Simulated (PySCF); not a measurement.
Static response to an electric field

C4H9ClSi.
Structure used (GFN2-xTB), in Å, numbered top down from 1:
```xyz
15
C4H9ClSi angstrom
C     -1.3449   -0.4523    1.3398
C     -0.8058   -0.0573    0.1972
C     -1.2361   -0.6103   -1.1261
C      0.2958    0.9555    0.1470
Si     2.0162    0.1495   -0.0307
Cl     3.4066    1.6092    0.1089
H     -1.0272   -0.0495    2.2867
H     -2.1270   -1.1910    1.3764
H     -2.0559   -1.3136   -1.0080
H     -1.5593    0.1935   -1.7869
H     -0.4032   -1.1207   -1.6082
H      0.1264    1.6394   -0.6878
H      0.2836    1.5542    1.0602
H      2.1847   -0.4878   -1.3364
H      2.2416   -0.8108    1.0462
```

Level: B3LYP/def2-SVPD (PySCF), static field, nuclei fixed, core orbitals frozen in the response. The polarisability tensor in these axes (au):

```
x   101.38  13.44  -5.92
y    13.44  80.51  -1.68
z    -5.92  -1.68  86.63
```

Problem. Give the principal values, the mean and the anisotropy Δα = √{½[(α1 − α2)² + (α2 − α3)² + (α1 − α3)²]}.

Solution. Principal values 73.83, 85.13 and 109.56 au; mean 89.51 au = 13.26 Å³ = 14.76 × 10⁻⁴⁰ C²·m²/J; Δα = 31.63 au (35 % of the mean).

Problem. What is the dipole moment, and where does it point?

Solution. (-1.33, -0.61, -0.46) D, 1.53 D in size, pointing from the negative to the positive side. Measured along this direction, the outermost atoms are Cl6 at the negative end and H9 at the positive end.

Problem. Estimate the molar refractivity from the static electronic polarisability.

Solution. Lorentz–Lorenz: R = (4π/3)N_A α = 2.5225 cm³/(mol·Å³) × 13.26 Å³ = 33.5 cm³/mol, in the limit of long wavelengths.

Problem. Find the Langevin capture rate constant for NH4+ (18.034 u) meeting this molecule (120.016 u), k = 2.342 × 10⁻⁹ cm³/s × √(α in Å³ / reduced mass in u).

Solution. The reduced mass is 15.68 u, so k = 2.15 × 10⁻⁹ cm³/s. The formula leaves out the permanent dipole, which adds to the capture rate.

Problem. Traceless (Buckingham) quadrupole moment about the centre of nuclear charge: eigenvalues?

Solution. -4.44, 1.12, 3.32 D·Å. The values depend on the origin, since the dipole doesn't vanish. The electronic extent ⟨r²⟩ about the same centre is 1278 bohr², a root-mean-square distance of 2.37 Å for the 64 electrons.

Problem. Along which axes do the principal values lie, and how far do the nuclei extend along each?

Solution. Largest value along (0.87, 0.42, -0.26), where the nuclei span 6.32 Å; middle along (0.19, 0.20, 0.96), 3.97 Å; least along (-0.45, 0.89, -0.09), 3.29 Å. The response follows the extents in order.

Problem. Sum over states: ᾱ = Σ f/ω², ω in Eh. What share falls to these 8 lowest TDDFT singlets (eV, f)? 5.97, 0.0377; 6.31, 0.0357; 6.68, 0.2586; 6.97, 0.0371; 7.24, 0.0100; 7.31, 0.0333; 7.41, 0.0100; 7.54, 0.0094.

Solution. They add up to 7.16 au, 8.0 % of the 89.51 au; the largest single term is 4.29 au, from the state at 6.68 eV. Terms in order: 0.78, 0.66, 4.29, 0.56, 0.14, 0.46, 0.13, 0.12 au. Higher excitations give the rest. The strengths listed sum to 0.432.

The structure is a single GFN2-xTB conformer in the gas phase; no vibrational or solvent corrections.

These values come from a run that also computed excited states. The run took 54 s of wall time on one thread of an Arm Neoverse N1, no GPU (shared host).
